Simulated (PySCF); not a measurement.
Distorted geometries of [Yb(NO2)2]+

[Yb(NO2)2]+ (singlet in the valence; each metal's 4f electrons, 13 of them, lie in its core potential, out of spins and levels). PySCF 2.14.0, RKS r2SCAN, Yb lcecp-1-SVP with ECP59, O def2-SVP, N def2-SVP; non-relativistic Hamiltonian with scalar-relativistic core potentials where named; density fitting; no spin-orbit coupling. Relaxed geometry:

```xyz
7

Yb    0.0000    0.0000    0.0000
O     0.7499    0.7499    1.9406
O    -0.7499   -0.7499    1.9406
N     0.0000    0.0000    2.6551
O     0.7499   -0.7499   -1.9406
O    -0.7499    0.7499   -1.9406
N     0.0000    0.0000   -2.6551
```

Order these distorted geometries by energy above the relaxed one, lowest first.
A.
```xyz
7

Yb   -0.0069    0.0175   -0.0208
O     0.7910    0.7649    1.9840
O    -0.7502   -0.7807    1.9331
N     0.0204    0.0345    2.6292
O     0.7458   -0.7512   -1.8937
O    -0.8035    0.7114   -2.0461
N     0.0034    0.0036   -2.5857
```
B.
```xyz
7

Yb    0.0165    0.0503   -0.0430
O     0.7728    0.6785    1.9794
O    -0.7867   -0.7355    1.9826
N     0.0476   -0.0120    2.6852
O     0.8220   -0.7390   -1.9284
O    -0.8485    0.8029   -1.9308
N    -0.0237   -0.0450   -2.7451
```
C.
```xyz
7

Yb    0.1444    0.0560    0.1891
O     0.6436    0.7325    2.0521
O    -0.7227   -0.6728    1.8812
N    -0.0829    0.0480    2.5385
O     0.6224   -0.7879   -2.0528
O    -0.5541    0.6476   -2.0280
N    -0.0506   -0.0234   -2.5802
```

A (0.40 eV), B (0.75 eV), C (6.97 eV).

Which forces (eV/Å) act in the one that lies 0.75 eV up?


```
Yb  -0.52 -0.18  0.54
O    1.53  1.49 -1.40
O    0.87  0.75 -0.34
N   -2.06 -1.90  0.81
O   -2.39  1.85 -2.60
O    2.53 -2.62 -2.23
N    0.04  0.60  5.22
```
Forces carry noise of the integration grid, about 0.01 to 0.03 eV/Å.

No frequency check is given that shows the relaxed geometry to be a minimum. An lcecp potential fixes the number of 4f electrons, so in runs with it no electron can move into or out of that shell.
